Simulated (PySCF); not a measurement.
**Excitation energy of Cu by level of theory**

Cu [Ar] 3d10 4s1 (2S) → Cu [Ar] 3d9 4s2 (2D), as a difference of total energies. All numbers are calculated (PySCF 2.14, the spin-free X2C one-electron Hamiltonian (Gaussian nucleus), in x2c-TZVPPall). Correlated levels: valence: [Ar] frozen; valence and next inner shell: [Ne] frozen. The calculations carry no spin-orbit coupling.

Problem. Order these methods by the excitation energy they give, lowest first.
A. MP2 (valence and next inner shell)
B. MP2 (valence)
C. SCS-MP2 (valence)
D. M06-L

Solution. D (11024 cm⁻¹), C (14354 cm⁻¹), B (18219 cm⁻¹), A (22681 cm⁻¹).

Errors of the correlated levels include the incompleteness of this basis and the frozen core.

For comparison: 12020 cm⁻¹ (measured; NIST levels, between the centres of gravity of the two terms).
